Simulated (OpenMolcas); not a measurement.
# Cd II: effect of the active space

| Quantity | Value |
| --- | --- |
| Program | OpenMolcas |
| Method | CASSCF or its RAS form |
| Basis | ANO-RCC-VQZP |
| Scalar Hamiltonian | DKH4, point nucleus |
| Spin-orbit coupling | state interaction with AMFI integrals over the reference wave functions, term energies averaged over their components |

A. 1 electron in 4 orbitals (5s 5p); 2S+1 = 2 even, 1 root; 2S+1 = 2 odd, 3 roots; cost of the order of 10 core-seconds
B. 1 electron in 9 orbitals (RAS2 5s 5p; RAS3 5d, at most 1 electron); 2S+1 = 2 even, 1 root; 2S+1 = 2 odd, 3 roots; cost roughly 21 core-seconds

Energies in cm⁻¹ above 5s ²S_1/2, the measured ground level; measured values from NIST Handbook of Basic Atomic Spectroscopic Data.

| Level | A | B | Measured |
| --- | --- | --- | --- |
| 5s ²S_1/2 | 0.0 | 0.0 | 0.0 |
| 5p ²P°_1/2 | 40626 | 40626 | 44136 |
| 5p ²P°_3/2 | 42511 | 42511 | 46619 |

Deviations, from unrounded energies. A percentage is the sum of absolute deviations over the sum of measured energies, with the sign that they share, or ± where signs differ.

| Against measurement | Levels | A | B |
| --- | --- | --- | --- |
| mean absolute deviation (cm-1) | 2 | 3800 | 3800 |
| other configurations (%) | 2 | -8.4 | -8.4 |

A, B lie about equally close to measurement. The largest miss of A in the table is 5p ²P°_3/2, by -4100 cm-1. The ranking rests on the paired levels alone, and a cruder setting can come out closer through cancelling errors.

Between A and B no level of the table moves by more than 5 cm-1.

With one active electron the reference holds no correlation, so core polarisation is missing. With one active electron outside closed inactive shells, the extra shells (5d) add no correlation to the reference (holds for B). Computed and measured levels are paired by configuration, term and J; levels that our copy of the source lacks, or whose pairing is in doubt (as where it misses far off the trend of its configuration), stay unpaired and out of the deviations. Only configurations of the active space appear.

° marks odd parity.
